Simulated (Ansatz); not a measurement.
Cost and result for the atomization energy of CH₄BCl₃Si (`ClC[SiH2]B(Cl)Cl`) (10 atoms, 9 bonds).

| atom | x (Å) | y (Å) | z (Å) |
| --- | --- | --- | --- |
| Cl1 | -0.0687 | -1.3761 | -1.9542 |
| C2 | 0.8706 | -1.1225 | -0.4544 |
| Si3 | 0.5254 | 0.6227 | 0.1688 |
| B4 | -1.4469 | 0.8125 | 0.5560 |
| Cl5 | -2.2775 | 2.3268 | 0.3359 |
| Cl6 | -2.3399 | -0.5500 | 1.1801 |
| H7 | 0.5529 | -1.8801 | 0.2622 |
| H8 | 1.9216 | -1.2847 | -0.6927 |
| H9 | 1.2770 | 0.8436 | 1.4399 |
| H10 | 0.9856 | 1.6077 | -0.8417 |

Charge 0, multiplicity 1. All single points use the PBE0-D4/def2-TZVP geometry. It is one conformer, not always the lowest. Program: Ansatz. All runs use 4 threads of an AMD EPYC 7B13 on a shared host. Times are those of one run each, without the atoms' runs, and a repeat can differ threefold. Electronic energies, without spin–orbit coupling; frozen cores. CCSD(T)/CBS adds CCSD(T) − MP2 in def2-TZVPP to the MP2 limit, and its time is that of the two runs behind it. T1 = 0.012. B3LYP takes the VWN-RPA correlation (the form of Gaussian; ORCA's B3LYP/G). HSE06 is the plane-wave form, built on full-range PBE exchange.

CCSD(T)/CBS is a level of theory with its own doubt, some kJ/mol a heavy atom from the limit and from the frozen cores, so smaller differences don't rank the functionals.

| level | functions | wall time |
| --- | --- | --- |
| LDA (SPW92)/def2-TZVPP | 286 | 1.9 s |
| BLYP-D4/def2-TZVPP | 286 | 2.8 s |
| PBE-D4/def2-TZVPP (with forces) | 286 | 3.3 s |
| BHLYP-D4/def2-TZVPP | 286 | 5.5 s |
| CAM-B3LYP-D4/def2-TZVPP | 286 | 6 s |
| r2SCAN-D4/def2-TZVPP (with forces) | 286 | 6.5 s |
| HSE06-D4/def2-TZVPP | 286 | 6.5 s |
| CCSD(T)/def2-SVP | 120 | 7.5 s |
| B3LYP-D4/def2-TZVPP (with forces) | 286 | 8 s |
| B2PLYP/def2-TZVPP | 286 | 8 s |
| MP2/def2-QZVPP | 514 | 28 s |
| CCSD(T)/def2-TZVPP | 286 | 4 min |
| CCSD(T)/CBS(def2) | – | 4.4 min |

Question: What atomization energy does each give, and how far from CCSD(T)/CBS? (Estimate.)

Answer: The calculation gave: 
```json
{"level": "LDA (SPW92)/def2-TZVPP", "atomization (kcal/mol)": "917.2", "difference from CCSD(T)/CBS": "118.2", "per bond": "13.1"}
{"level": "BLYP-D4/def2-TZVPP", "atomization (kcal/mol)": "791.7", "difference from CCSD(T)/CBS": "-7.3", "per bond": "-0.8"}
{"level": "PBE-D4/def2-TZVPP (with forces)", "atomization (kcal/mol)": "818.3", "difference from CCSD(T)/CBS": "19.3", "per bond": "2.1"}
{"level": "BHLYP-D4/def2-TZVPP", "atomization (kcal/mol)": "779.1", "difference from CCSD(T)/CBS": "-19.9", "per bond": "-2.2"}
{"level": "CAM-B3LYP-D4/def2-TZVPP", "atomization (kcal/mol)": "797.9", "difference from CCSD(T)/CBS": "-1.1", "per bond": "-0.1"}
{"level": "r2SCAN-D4/def2-TZVPP (with forces)", "atomization (kcal/mol)": "809.2", "difference from CCSD(T)/CBS": "10.2", "per bond": "1.1"}
{"level": "HSE06-D4/def2-TZVPP", "atomization (kcal/mol)": "808.7", "difference from CCSD(T)/CBS": "9.7", "per bond": "1.1"}
{"level": "CCSD(T)/def2-SVP", "atomization (kcal/mol)": "753.7", "difference from CCSD(T)/CBS": "-45.3", "per bond": "-5.0"}
{"level": "B3LYP-D4/def2-TZVPP (with forces)", "atomization (kcal/mol)": "796.0", "difference from CCSD(T)/CBS": "-3.0", "per bond": "-0.3"}
{"level": "B2PLYP/def2-TZVPP", "atomization (kcal/mol)": "787.3", "difference from CCSD(T)/CBS": "-11.7", "per bond": "-1.3"}
{"level": "MP2/def2-QZVPP", "atomization (kcal/mol)": "809.7", "difference from CCSD(T)/CBS": "10.7", "per bond": "1.2"}
{"level": "CCSD(T)/def2-TZVPP", "atomization (kcal/mol)": "777.0", "difference from CCSD(T)/CBS": "-22.0", "per bond": "-2.4"}
{"level": "CCSD(T)/CBS(def2)", "atomization (kcal/mol)": "799.0", "difference from CCSD(T)/CBS": "0.0", "per bond": "0.0"}
```

The D4 term adds +12.7 kcal/mol with B3LYP and +6.7 kcal/mol with PBE0; it sums over pairs of atoms, weighted by their polarisabilities, and B3LYP, whose exchange is more repulsive, gets the larger term. In def2-TZVPP, CCSD(T) changes the Hartree–Fock value by +177.9 kcal/mol (the triples alone add +14.4 kcal/mol) and MP2 by +197.7 kcal/mol; breaking electron pairs costs correlation energy, which Hartree–Fock lacks. At CCSD(T), def2-SVP lies −45.3 kcal/mol from the extrapolated value and def2-TZVPP −22.0 kcal/mol: correlation converges slowly with the basis, and small sets miss more of it in the bonded molecule than in its fragments.
